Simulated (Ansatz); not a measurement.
MgBr2⁺. The state is a doublet with charge 1. Geometry r2SCAN-D4/def2-TZVP, that of the neutral singlet.

```xyz
3

Mg   -0.010    0.009    0.006
Br    1.052    1.791   -1.039
Br   -1.042   -1.800    1.033
```

At PBE-D4/def2-TZVP, r2SCAN-D4/def2-TZVP the gap within one spin of the charge 1 doublet nearly closes, so an electron or hole may be smeared out by delocalisation error.

(1) Estimate the α-spin orbital energies around the gap (eV) in Ansatz with PBE-D4/def2-TZVP, r2SCAN-D4/def2-TZVP, PBE0-D4/def2-TZVP.

Results:

(1) 
```tsv
orbital	PBE-D4/def2-TZVP	r2SCAN-D4/def2-TZVP	PBE0-D4/def2-TZVP
HOMO−5	-14.70	-14.99	-16.05
HOMO−4	-14.04	-14.38	-15.36
HOMO−3	-13.75	-14.17	-15.17
HOMO−2	-13.67	-14.10	-15.10
HOMO−1	-13.13	-13.46	-14.48
HOMO	-13.04	-13.38	-14.39
LUMO	-7.71	-7.16	-6.93
LUMO+1	-6.09	-5.59	-5.38
LUMO+2	-5.92	-5.43	-5.21
LUMO+3	-3.31	-2.52	-2.64
LUMO+4	-3.25	-2.37	-2.51
LUMO+5	-2.70	-2.11	-2.09
β HOMO	-12.87	-13.07	-13.36
β LUMO	-12.86	-12.97	-12.44
```
